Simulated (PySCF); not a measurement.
PySCF input file for Cd(I)(SeH) (CdHISe), SMILES [SeH][Cd][I], IEF-PCM-M06-2X/def2-SVP. The structure is a stationary point at PBE0-D3(BJ)/def2-SVP. The structure was generated by enumeration; whether it is a known compound was not checked. The def2 effective core potentials stand for the cores of Cd, I; spin–orbit coupling is left out. The values are those of a single conformer.

```python
import numpy as np
from pyscf import gto, scf, dft
from pyscf.solvent import pcm

mol = gto.M(
    atom='''
    Cd   -0.01043114   -0.38020427   -0.00000000
    I     0.00480830    2.21884382    0.00000000
    Se   -0.03505087   -2.83738318    0.00000000
    H     1.43758444   -2.87788945    0.00000000
    ''',
    basis='def2-SVP',
    ecp={'Cd': 'def2-svp', 'I': 'def2-svp'},
    charge=0,
    spin=0,
    max_memory=1600,
    verbose=3,
)
mf = dft.RKS(mol, xc='m06-2x').density_fit(auxbasis='def2-universal-jkfit')
mf.grids.level = 4
mf.conv_tol = 1e-9
mf.max_cycle = 100
mf.kernel()
res = {}
for name, eps in {'water': 78.355, 'toluene': 2.3741, 'dimethylsulfoxide': 46.826}.items():
    s = mf.PCM()
    s.with_solvent.method, s.with_solvent.eps, s.with_solvent.lebedev_order = 'IEF-PCM', eps, 29
    s.kernel(mf.make_rdm1())
    res[name] = (s.e_tot, eps, s.dip_moment(), s.mo_energy, s.converged)
    print(f'{name}: electrostatic solvation free energy {(s.e_tot - mf.e_tot) * 627.509474:.3f} kcal/mol')
```

Program output:

```
converged SCF energy = -2867.26069491193

WARN: PCM is an experimental feature. It is still in testing.
Features and APIs may be changed in the future.

converged SCF energy = -2867.28638909986
Dipole moment(X, Y, Z, Debye):  0.90120, -1.21074, -0.00000
water: electrostatic solvation free energy -16.123 kcal/mol

WARN: PCM is an experimental feature. It is still in testing.
Features and APIs may be changed in the future.

converged SCF energy = -2867.27170742094
Dipole moment(X, Y, Z, Debye):  0.73697, -1.05852,  0.00000
toluene: electrostatic solvation free energy -6.910 kcal/mol

WARN: PCM is an experimental feature. It is still in testing.
Features and APIs may be changed in the future.

converged SCF energy = -2867.28596488473
Dipole moment(X, Y, Z, Debye):  0.89602, -1.20727, -0.00000
dimethylsulfoxide: electrostatic solvation free energy -15.857 kcal/mol
```

Self-consistency was reached.

Cost: roughly 60 core-seconds.
